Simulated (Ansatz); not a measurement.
Relaxation of BH$_{5}$N$_{2}$O (9 atoms, charge 0, multiplicity 1), to a largest force component of 0.015 eV/Å in at most 40 steps.

The calculation used RKS PBE0-D4/cc-pVDZ in Ansatz.

```xyz
9
Properties=species:S:1:pos:R:3
N -0.627 0.948 -0.951
B -0.270 -0.086 0.030
N 1.121 -0.630 0.006
O -1.168 -0.586 0.986
H -0.489 0.607 -1.937
H -0.031 1.818 -0.823
H 1.575 -0.477 0.978
H 1.121 -1.647 -0.130
H -1.143 0.007 1.824
```

Task: Where does it end, and by what steps?

Result: It converged. After 21 steps the energy has fallen by 2.099 eV; H8 moved furthest, 1.40 Å.

```csv
step,energy less start (eV),largest force component (eV/Å),accepted
0,0.0000,2.177,yes
1,-0.3319,1.651,yes
2,-0.5905,1.371,yes
3,-0.9208,1.585,yes
4,-1.1931,0.904,yes
5,-1.4184,0.977,yes
6,-1.6188,0.977,yes
7,-1.7594,0.850,yes
8,-1.8792,1.397,yes
9,-1.9726,0.935,yes
10,-2.0609,0.469,yes
11,-2.0712,0.754,yes
12,-2.0947,0.084,yes
13,-2.0950,0.073,yes
14,-2.0954,0.055,yes
15,-2.0953,0.154,no
16,-2.0957,0.018,yes
17,-2.0976,0.029,yes
18,-2.0978,0.127,yes
19,-2.0985,0.021,yes
20,-2.0985,0.021,yes
21,-2.0986,0.005,yes
```

```xyz
9
Properties=species:S:1:pos:R:3
N -0.401 0.850 -0.830
B -0.087 -0.094 0.197
N 1.156 -0.781 0.226
O -0.973 -0.377 1.226
H -1.358 1.116 -1.017
H 0.170 0.912 -1.662
H 1.434 -1.279 1.059
H 1.930 -0.532 -0.370
H -1.782 0.138 1.154
```

Whether the end is a true minimum wasn't checked by a vibrational analysis.

Time of the run: 63 s on 1 thread of Arm Neoverse V1 (shared host), peak memory 0.14 GiB.
